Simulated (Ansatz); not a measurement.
Ansatz (a first-principles code) job for C3H8N, SMILES C(C)(C)[NH], multiplicity 2, PBE-D3(BJ)/def2-SVP. 

Ansatz 0.2 input:
```yaml
crystal:
  periodic: [false, false, false]
  atoms:
    - {symbol: C, position_ang: [-1.05684234, 0.80800626, 0.47047880]}
    - {symbol: C, position_ang: [-0.03834632, -0.00422991, -0.34813735]}
    - {symbol: C, position_ang: [1.40152029, 0.35535919, 0.01315640]}
    - {symbol: N, position_ang: [-0.25103774, -1.42350680, -0.18950549]}
    - {symbol: H, position_ang: [-0.88607136, 1.88797192, 0.34059832]}
    - {symbol: H, position_ang: [-0.95945251, 0.57150759, 1.54225036]}
    - {symbol: H, position_ang: [-2.09070619, 0.58472974, 0.16036843]}
    - {symbol: H, position_ang: [-0.20824014, 0.24335487, -1.42013818]}
    - {symbol: H, position_ang: [1.60720193, 1.42197678, -0.17016328]}
    - {symbol: H, position_ang: [1.58808384, 0.14153923, 1.07798787]}
    - {symbol: H, position_ang: [2.10612881, -0.24657180, -0.57999183]}
    - {symbol: H, position_ang: [-1.23767010, -1.59477409, -0.43736047]}
basis:
  gaussian:
    orbitals: def2-SVP
hamiltonian:
  xc: pbe
  dispersion: d3bj
magnetization: {spin_polarized: true, initial_magnetization: 1}
relax: {f_tol: 0.002, max_steps: 200}
```

Log of the run:

```
WARN ansatz: RAYON_NUM_THREADS=1 ignored (pool sized by the plan → 1); use --threads N
Functional definition: PBE
integrals: 0.04 GiB planned
1110 factors; their error is unknown
mean field: 0.31 GiB planned
mean field evaluation 1: about -4709.1324 eV, gradient 4.6e1 eV
mean field evaluation 2: about -4695.6135 eV, gradient 6.7e1 eV
mean field evaluation 4: about -4719.8640 eV, gradient 3.2e0 eV
mean field evaluation 8: about -4719.9060 eV, gradient 1.0e-1 eV
mean field evaluation 16: about -4719.8496 eV, gradient 9.5e-5 eV
mean field -4719.84963441 eV, -173.4512748356 hartree, gradient 4.7e-5 eV, S^2 0.752521; 0 other end points of the search recorded, 0 dependent functions left out
the calculation of the forces begins
reference -4719.84966519 eV, -173.4512759665 hartree; 17, 16 occupied and 79, 80 virtual orbitals, 1110 factors
relax step   1: F+E_penalty+E_count = -4720.06220688 eV  Δ(F+E_penalty+E_count) = +0.000e0 eV  max|allowed force component| = 4.415e-1 eV/Å  Δτ_max = 0.0000 Å  (30 SCF iters, accepted)
these checks for a lower state are left out or cut short: starts, cluster_reference, orbital_swaps, neighbouring_geometries, increment
integrals: 0.04 GiB planned
1110 factors; their error is unknown
mean field: 0.31 GiB planned
mean field -4719.86044609 eV, -173.4516721575 hartree, gradient 1.4e-5 eV, S^2 0.752556; 0 other end points of the search recorded, 0 dependent functions left out
the calculation of the forces begins
reference -4719.86047691 eV, -173.4516732902 hartree; 17, 16 occupied and 79, 80 virtual orbitals, 1110 factors
relax step   2: F+E_penalty+E_count = -4720.07245241 eV  Δ(F+E_penalty+E_count) = -1.025e-2 eV  max|allowed force component| = 1.530e-1 eV/Å  Δτ_max = 0.0104 Å  (32 SCF iters, accepted)
these checks for a lower state are left out or cut short: starts, cluster_reference, orbital_swaps, neighbouring_geometries, increment
integrals: 0.04 GiB planned
1110 factors; their error is unknown
mean field: 0.31 GiB planned
mean field evaluation 32: about -4719.8619 eV, gradient 1.4e-5 eV
mean field -4719.86187969 eV, -173.4517248412 hartree, gradient 1.4e-5 eV, S^2 0.752575; 0 other end points of the search recorded, 0 dependent functions left out
the calculation of the forces begins
reference -4719.86191050 eV, -173.4517259737 hartree; 17, 16 occupied and 79, 80 virtual orbitals, 1110 factors
relax step   3: F+E_penalty+E_count = -4720.07370359 eV  Δ(F+E_penalty+E_count) = -1.251e-3 eV  max|allowed force component| = 2.659e-2 eV/Å  Δτ_max = 0.0076 Å  (32 SCF iters, accepted)
these checks for a lower state are left out or cut short: starts, cluster_reference, orbital_swaps, neighbouring_geometries, increment
integrals: 0.04 GiB planned
1110 factors; their error is unknown
mean field: 0.31 GiB planned
mean field -4719.86197050 eV, -173.4517281784 hartree, gradient 1.7e-5 eV, S^2 0.752580; 0 other end points of the search recorded, 0 dependent functions left out
the calculation of the forces begins
reference -4719.86200130 eV, -173.4517293106 hartree; 17, 16 occupied and 79, 80 virtual orbitals, 1110 factors
relax step   4: F+E_penalty+E_count = -4720.07378947 eV  Δ(F+E_penalty+E_count) = -8.588e-5 eV  max|allowed force component| = 1.672e-2 eV/Å  Δτ_max = 0.0111 Å  (31 SCF iters, accepted)
these checks for a lower state are left out or cut short: starts, cluster_reference, orbital_swaps, neighbouring_geometries, increment
integrals: 0.04 GiB planned
1110 factors; their error is unknown
mean field: 0.31 GiB planned
mean field -4719.86206024 eV, -173.4517314763 hartree, gradient 2.7e-5 eV, S^2 0.752582; 0 other end points of the search recorded, 0 dependent functions left out
the calculation of the forces begins
reference -4719.86209104 eV, -173.4517326083 hartree; 17, 16 occupied and 79, 80 virtual orbitals, 1110 factors
relax step   5: F+E_penalty+E_count = -4720.07385569 eV  Δ(F+E_penalty+E_count) = -6.622e-5 eV  max|allowed force component| = 1.449e-2 eV/Å  Δτ_max = 0.0042 Å  (26 SCF iters, accepted)
these checks for a lower state are left out or cut short: starts, cluster_reference, orbital_swaps, neighbouring_geometries, increment
integrals: 0.04 GiB planned
1110 factors; their error is unknown
mean field: 0.31 GiB planned
mean field -4719.86208277 eV, -173.4517323044 hartree, gradient 2.3e-5 eV, S^2 0.752583; 0 other end points of the search recorded, 0 dependent functions left out
the calculation of the forces begins
reference -4719.86211357 eV, -173.4517334363 hartree; 17, 16 occupied and 79, 80 virtual orbitals, 1110 factors
relax step   6: F+E_penalty+E_count = -4720.07387593 eV  Δ(F+E_penalty+E_count) = -2.024e-5 eV  max|allowed force component| = 1.212e-2 eV/Å  Δτ_max = 0.0040 Å  (26 SCF iters, accepted)
these checks for a lower state are left out or cut short: starts, cluster_reference, orbital_swaps, neighbouring_geometries, increment
integrals: 0.04 GiB planned
1110 factors; their error is unknown
mean field: 0.31 GiB planned
mean field -4719.86208449 eV, -173.4517323676 hartree, gradient 1.3e-5 eV, S^2 0.752584; 0 other end points of the search recorded, 0 dependent functions left out
the calculation of the forces begins
reference -4719.86211529 eV, -173.4517334994 hartree; 17, 16 occupied and 79, 80 virtual orbitals, 1110 factors
relax step   7: F+E_penalty+E_count = -4720.07387402 eV  Δ(F+E_penalty+E_count) = +1.908e-6 eV  max|allowed force component| = 1.704e-2 eV/Å  Δτ_max = 0.0013 Å  (26 SCF iters, rejected (line search))
these checks for a lower state are left out or cut short: starts, cluster_reference, orbital_swaps, neighbouring_geometries, increment
integrals: 0.04 GiB planned
1110 factors; their error is unknown
mean field: 0.31 GiB planned
mean field -4719.86208457 eV, -173.4517323706 hartree, gradient 2.6e-5 eV, S^2 0.752583; 0 other end points of the search recorded, 0 dependent functions left out
the calculation of the forces begins
reference -4719.86211537 eV, -173.4517335025 hartree; 17, 16 occupied and 79, 80 virtual orbitals, 1110 factors
relax step   8: F+E_penalty+E_count = -4720.07387919 eV  Δ(F+E_penalty+E_count) = -3.266e-6 eV  max|allowed force component| = 6.127e-4 eV/Å  Δτ_max = 0.0006 Å  (25 SCF iters, accepted)
integrals: 0.04 GiB planned
1110 factors; their error is unknown
mean field: 0.31 GiB planned
mean field evaluation 64: about -4719.9225 eV, gradient 2.3e-1 eV
mean field -4719.86208457 eV, -173.4517323706 hartree, gradient 2.6e-5 eV, S^2 0.752583; 1 other end points of the search recorded, 0 dependent functions left out
the calculation of the forces begins
reference -4719.86211537 eV, -173.4517335025 hartree; 17, 16 occupied and 79, 80 virtual orbitals, 1110 factors
Total energy: -4720.07390999 eV, -173.4595168113 hartree
Atom 0 at    -1.062657     0.807100     0.470573 Å, force     0.000422    -0.000306    -0.000198 eV/Å
Atom 1 at    -0.036292    -0.012243    -0.343468 Å, force    -0.000613     0.000282    -0.000529 eV/Å
Atom 2 at     1.407569     0.355168     0.012475 Å, force    -0.000070     0.000115     0.000560 eV/Å
Atom 3 at    -0.241969    -1.432817    -0.209747 Å, force     0.000099     0.000070    -0.000130 eV/Å
Atom 4 at    -0.888137     1.894794     0.345509 Å, force    -0.000141    -0.000084     0.000102 eV/Å
Atom 5 at    -0.973221     0.566266     1.549638 Å, force     0.000033    -0.000005    -0.000180 eV/Å
Atom 6 at    -2.102055     0.586038     0.151761 Å, force     0.000191    -0.000068     0.000059 eV/Å
Atom 7 at    -0.209429     0.250684    -1.424202 Å, force    -0.000121    -0.000187     0.000054 eV/Å
Atom 8 at     1.614195     1.427406    -0.178356 Å, force     0.000342    -0.000041     0.000038 eV/Å
Atom 9 at     1.600722     0.147711     1.085094 Å, force     0.000255     0.000149    -0.000101 eV/Å
Atom 10 at     2.117046    -0.253877    -0.580777 Å, force    -0.000062     0.000087     0.000146 eV/Å
Atom 11 at    -1.251204    -1.590865    -0.418956 Å, force    -0.000336    -0.000011     0.000180 eV/Å
Dipole moment:    -0.225475     0.295625    -0.081768 e Å
```

The run converged.
